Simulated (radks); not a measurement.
Values are calculated unless marked as measured or tabulated.
Question: Re+, configuration [Xe] 4f14 5d4 6s1 6p1 (not the ground configuration). Code: a radial shooting solver on a logarithmic mesh with Libxc functionals. Model: Dirac Kohn-Sham, PBE, spin-unpolarised, spherical densities, point nucleus; open shells are shared between the two j in proportion to 2j + 1. Some entries of the table are withheld. Estimate them.

| orbital | occ. | eigenvalue (eV) | <1/r> (bohr^-1) |
|---|---|---|---|
| 1s1/2 | 2 | -71575.47 | 88.81 |
| 2s1/2 | 2 | -12410.93 | 21.65 |
| 2p1/2 | 2 | -11874.39 | 21.60 |
| 2p3/2 | 4 | -10434.54 | 18.04 |
| 3s1/2 | 2 | -2882.537 | 7.946 |
| 3p1/2 | 2 | -2643.417 | 7.858 |
| 3p3/2 | 4 | -2330.720 | 6.936 |
| 3d3/2 | 4 | -1929.857 | 6.831 |
| 3d5/2 | 6 | -1861.993 | 6.614 |
| 4s1/2 | 2 | -611.2178 | 3.343 |
| 4p1/2 | 2 | -511.5075 | 3.232 |
| 4p3/2 | 4 | -438.5651 | 2.911 |
| 4d3/2 | 4 | -275.0640 | 2.698 |
| 4d5/2 | 6 | -261.5894 | 2.622 |
| 5s1/2 | 2 | -97.1884 | 1.309 |
| 5p1/2 | 2 | -66.9677 | 1.181 |
| 5p3/2 | 4 | -55.8636 | 1.069 |
| 4f5/2 | 6 | (1) | 2.181 |
| 4f7/2 | 8 | (2) | 2.149 |
| 5d3/2 | 1.6 | -16.7792 | 0.7529 |
| 5d5/2 | 2.4 | -15.7581 | 0.7268 |
| 6s1/2 | 1 | -14.5909 | 0.4617 |
| 6p1/2 | 0.333333 | -9.0431 | (3) |
| 6p3/2 | 0.666667 | -8.0187 | (4) |

Answer: 
(1) 4f5/2 eigenvalue (eV): -55.8295
(2) 4f7/2 eigenvalue (eV): -53.3165
(3) 6p1/2 <1/r> (bohr^-1): 0.3721
(4) 6p3/2 <1/r> (bohr^-1): 0.3405
